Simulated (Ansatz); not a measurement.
Molecule: C$_{2}$H$_{8}$ClSi$_{2}$, charge -1, multiplicity 1. It need not be the lowest isomer of its formula. Whether it binds its extra electron was not tested at this geometry. 
Coordinates optimised at B3LYP-D3(BJ)/def2-TZVP (Ansatz, a program for electronic structure):
```
Si
C 1 1.9626
H 2 1.0942 1 110.65
H 2 1.0962 3 107.03 1 -118.96
H 2 1.0968 3 107.95 4 -115.54
C 1 1.9725 2 98.18 3 164.33
H 6 1.0949 1 111.39 2 -167.26
H 6 1.0962 7 106.73 1 118.15
H 6 1.0973 7 108.03 8 115.04
Si 1 2.3709 2 95.48 3 71.10
H 10 1.5024 1 115.80 2 168.80
H 10 1.5098 11 102.17 1 131.72
Cl 10 2.1576 11 101.67 12 103.57
```
Charge -1, spin multiplicity 1.

Total electronic energies in hartree. Valence correlation only, unless marked. Spin-orbit coupling is left out. Non-relativistic. CBS(X,Y): correlation extrapolated as X^-3; Hartree-Fock from the larger set. [CCSD(T)-MP2]/basis is that difference in the basis named.

```csv
level,program,energy (Eh)
HF/6-31G*,Ansatz,-1117.74781
BLYP-D3(BJ)/def2-TZVPD,Ansatz + dftd3,-1120.31497
BLYP/def2-TZVPD,Ansatz,-1120.28572
r2SCAN/def2-TZVPD,Ansatz,-1120.21756
B97M-V/def2-TZVPD,Ansatz,-1120.09254
r2SCANh/def2-TZVPD,Ansatz,-1120.21024
B2PLYP-D4/def2-TZVPD,Ansatz + dftd4,-1119.90139
MP2/STO-3G,Ansatz,-1105.37957
MP2/cc-pwCVTZ,Ansatz,-1118.70722
"RI-MP2/CBS(aug-cc-pV(T+d)Z,aug-cc-pV(Q+d)Z)",Ansatz,-1118.8216
SCS-MP2/6-31G,Ansatz,-1117.97467
SCS-MP2/aug-cc-pV(T+d)Z,Ansatz,-1118.72919
SCS-MP2/cc-pwCVTZ,Ansatz,-1118.71692
CCSD(T)/aug-cc-pV(T+d)Z,Ansatz,-1118.82883
"RI-MP2/CBS(aug-cc-pV(T+d)Z,aug-cc-pV(Q+d)Z)+[CCSD(T)-MP2]/aug-cc-pV(T+d)Z",Ansatz,-1118.9310
```

Totals of different functionals don't rank their quality; only differences between species are comparable.
